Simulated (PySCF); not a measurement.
AsF2GaH2, SMILES [F][Ga]([F])[AsH2]. Geometry: PBE-D3(BJ)/def2-SVP. The structure was generated by enumeration; whether it is a known compound was not checked.

Problem. Give the equilibrium geometry at PBE-D3(BJ)/def2-SVP (PySCF confirms it by a frequency run) as a Z-matrix, and its point group. (Estimate from the structure and the level; the computed values follow.)

Solution. point group Cs.
```
Ga
F 1 1.7680
F 1 1.7680 2 111.90
As 1 2.4080 2 124.00 3 176.43
H 4 1.5411 1 88.61 2 137.90
H 4 1.5411 5 91.77 1 88.56
```
Charge 0, spin multiplicity 1.
